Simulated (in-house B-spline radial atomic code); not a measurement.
Ionisation energies along the 54-electron series, configuration 1s2 2s2 2p6 3s2 3p6 3d10 4s2 4p6 4d10 4f5/2(6) 4f7/2(2), as differences of self-consistent energies. Dirac energy differences include first-order Breit, QED and recoil terms. NIST's values go from ground level to ground level; the uncertainty of those that are theory runs from under 0.1 % in few-electron ions to several per cent in heavy many-electron ones. Computed with a radial B-spline atomic code at the basis-set limit: Dirac-Hartree-Fock, jj configuration that fills j = l - 1/2 first, finite nuclei.

A number in brackets counts the electrons of a j subshell.

```csv
ion,configuration after,ionisation energy (eV),IE/(q+1)² (eV),-ε less Coulomb ΔSCF (eV),Breit and QED recoil part (eV),tabulated value (eV),computed minus tabulated (eV)
Tm15+,[Kr] 4d10 4f5/2(6) 4f7/2(1),326.8,1.2767,2.9202,0.15533,352,-25.2
Yb16+,[Kr] 4d10 4f5/2(6) 4f7/2(1),366.3,1.2674,2.9391,0.16342,396,-29.7
Lu17+,[Kr] 4d10 4f5/2(6) 4f7/2(1),407.6,1.258,2.9576,0.17064,438,-30.4
Hf18+,[Kr] 4d10 4f5/2(6) 4f7/2(1),450.8,1.2487,2.9754,0.17696,481,-30.2
Ta19+,[Kr] 4d10 4f5/2(6) 4f7/2(1),495.7,1.2394,2.9925,0.18238,530,-34.3
W20+,[Kr] 4d10 4f5/2(6) 4f7/2(1),542.5,1.2302,3.0088,0.18687,543.4,-0.9
Re21+,[Kr] 4d10 4f5/2(6) 4f7/2(1),591.1,1.2213,3.0243,0.19042,620,-28.9
Os22+,[Kr] 4d10 4f5/2(6) 4f7/2(1),641.5,1.2127,3.039,0.193,670,-28.5
Ir23+,[Kr] 4d10 4f5/2(6) 4f7/2(1),693.6,1.2042,3.053,0.1946,720,-26.4
Pt24+,[Kr] 4d10 4f5/2(6) 4f7/2(1),747.5,1.1961,3.0662,0.19517,760,-12.5
```
